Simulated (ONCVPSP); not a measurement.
What one change does to a pseudopotential (antimony (Sb), ONCV)

* Element: antimony (Sb)
* Generator: ONCVPSP 4.0.1
* Type: optimised norm-conserving Vanderbilt (ONCV)
* Functional: PBE
* Relativity: scalar-relativistic
* Frozen core: [Ar] 3d10
* Valence charge: 23
* Reference configuration: 4s2 4p6 4d10 5s2 5p3
* Partial waves: 4s+5s: rc 1.50 bohr, ncon 3, nbas 6, qcut 8 1/bohr, 2 projectors; 4p+5p: rc 1.60 bohr, ncon 4, nbas 8, qcut 8.7 1/bohr, 2 projectors; 4d: rc 1.30 bohr, ncon 4, nbas 9, qcut 9.6 1/bohr, 1 projector
* Local potential: polynomial inside 1.05 bohr (lpopt 5, dvloc0 2 Ha)
* Core correction: polynomial model core, fcfact 0.75

Change: all radii but the core radius scaled by about 0.96 (s 1.44, p 1.54, d 1.24 bohr); local potential polynomial inside 1.00 bohr (lpopt 5, dvloc0 2 Ha).

Cutoffs: the cutoffs (Ha) at which the residual kinetic energy of the hardest occupied pseudo-wave falls to 1 and 0.1 mHa per electron; they do not see the model core or the augmentation charge, which bear on the density cutoff. Errors are all-electron minus pseudo energies relative to the spin-unpolarised reference configuration.

How do hardness, ghosts and transferability respond?

The potential gets harder (40 Ha and 48 Ha → 41 Ha and 61 Ha); a bound ghost appears in d, which as a rule spoils a file; the errors of the 4 common tests hardly move. A smaller radius makes the pseudo-wave follow the all-electron one further in, where it bends more sharply, so more plane waves are needed.

```csv
quantity,base,changed
"cutoff, loose",40 Ha,41 Ha
"cutoff, tight",48 Ha,61 Ha
loose cutoff by channel,"s 22 Ha, p 26 Ha, d 40 Ha","s 23 Ha, p 26 Ha, d 41 Ha"
bound ghosts,none,d
GHOST(+) flags under 300 eV,none,none
"error for 4s2 4p6 4d10 5s2 5p2, meV [ΔE 8.32 eV]",-1.8,-1.8
"error for 4s2 4p6 4d10 5s2 5p1, meV [ΔE 24.29 eV]",-5.6,-5.6
"error for 4s2 4p6 4d10 5s2 5p0, meV [ΔE 48.70 eV]",-12,-12
"error for 4s2 4p5 4d10 5s2 5p3, meV [ΔE 109.95 eV]",-149,-161
"rms error of d²Exc/dni dnj with the model core, mHa",1.88,1.82
```

 A true bound ghost makes a file unfit for plane-wave use even where its test errors are small: the radial tests pick states by their node count and pass the ghost by.
